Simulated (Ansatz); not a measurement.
Spectroscopic constants of CrH, multiplicity 6 (the spin of the measured ground state). No spin–orbit coupling. Cr is treated without relativity. The T1 diagnostic near the minimum is 0.119, so single-reference values are doubtful.

Seven points along R, fitted to fifth degree in 1/R; most abundant isotopes. Runs in def2 and cc sets follow the lowest solution found near the PBE0 minimum.

Correlated levels freeze the inner cores; with def2 sets outer-core shells near the valence are correlated too. CBS: X⁻³ extrapolation of the correlation energy, Hartree–Fock from the larger set.

Codes used: Ansatz (Gaussian basis) for Hartree–Fock, density functionals and correlated methods. 

Doubts at one or more of the structures used: T1 above 0.05 (CCSD(T)/def2-TZVPP, CCSD(T)/def2-QZVPP, CCSD(T)/CBS(def2-TZVPP, def2-QZVPP)).

Quantity: r_e, from seven points a level.

Costs are ratios of core time to PBE/def2-TZVPP (roughly 14 s), for whole runs (searches for the state included, and forces where a run took them) on one shared machine, so rough; each error counts from the measured 1.6557 Å [Huber and Herzberg (1979), NIST Chemistry WebBook].

```
level                                basis functions  cost  error (Å)
-----------------------------------  ---------------  ----  ---------
SVWN5/def2-TZVPP                                  78  ×0.8     -0.023
PBE0/def2-TZVPP                                   78  ×0.9      0.007
B3LYP/def2-TZVPP                                  78  ×0.9      0.004
CAM-B3LYP/def2-TZVPP                              78    ×1      0.003
PBE/def2-TZVPP                                    78    ×1     -0.005
r2SCAN/def2-TZVPP                                 78    ×1      0.001
B2PLYP/def2-TZVPP                                 78    ×2      0.002
wB97X-V/def2-TZVPP                                78    ×2      0.012
B97M-V/def2-TZVPP                                 78    ×3      0.029
CCSD(T)/def2-TZVPP                                78    ×9     -0.019
CCSD(T)/def2-QZVPP                               123   ×20     -0.023
CCSD(T)/CBS(def2-TZVPP, def2-QZVPP)                -   ×20     -0.029
```

What the step from CCSD(T)/def2-TZVPP to CCSD(T)/def2-QZVPP costs and buys: 78 to 123 functions, cost ×2 (rough); the error goes from -0.019 to -0.023 Å.

Ansatz is an electronic-structure program.
